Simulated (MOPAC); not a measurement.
MOPAC input (PM7):

```
PM7 FORCE THERMO(298,298) PRECISE LET GEO-OK AUX(PRECISION=9) THREADS=1
H2O2Zn

Zn   -0.00024698 1    0.02250517 1    0.00406902 1
O     1.07297654 1    0.27221555 1   -1.31278829 1
H     1.97986590 1    0.27602794 1   -1.10929526 1
O    -1.07352274 1   -0.23065872 1    1.32023916 1
H    -1.98072178 1   -0.16101161 1    1.13046748 1
```

**Question.** Which zero-point energy does it print?

**Answer.** 11.52 kcal/mol, from the harmonic wavenumbers of PM7.
